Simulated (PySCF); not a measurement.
**Iron: a sound run and one with changed settings**

Sound run: Fe [Ar] 3d6 4s2, Fe⁺ [Ar] 3d6 4s1. Computed with PySCF 2.14 in 6-31G* (5s4p2d1f, 34 functions), with no relativity, point nucleus. In the sound run the correlated levels freeze [Ar]. The sound run starts from symmetry-adapted Hartree-Fock orbitals and uses a fine grid where one is needed.

Changed run: initial guess 1e, at most 50 SCF cycles.

```
species  method  sound run (hartree)  changed run (hartree)  converged
     Fe     UHF          -1262.26650            -1262.13522        yes
     Fe    TPSS          -1263.49460            -1263.49460        yes
     Fe   M06-L          -1263.41850            -1263.41850        yes
    Fe⁺     UHF          -1262.03630            -1262.03630        yes
    Fe⁺    TPSS          -1263.22826            -1263.22826        yes
    Fe⁺   M06-L          -1263.13703            -1263.13703        yes
    Fe⁺     MP2          -1262.11347            -1262.11347        yes
```

Ionisation energy of Fe:

```csv
method,sound run (eV),changed run (eV)
TPSS,7.248,7.248
M06-L,7.659,7.659
```

The plain start fixes occupations by D2h representation alone, and Fe at UHF landed in another state (other ⟨L²⟩ or ⟨S²⟩). 

For comparison, NIST gives 7.902 eV between the lowest levels.
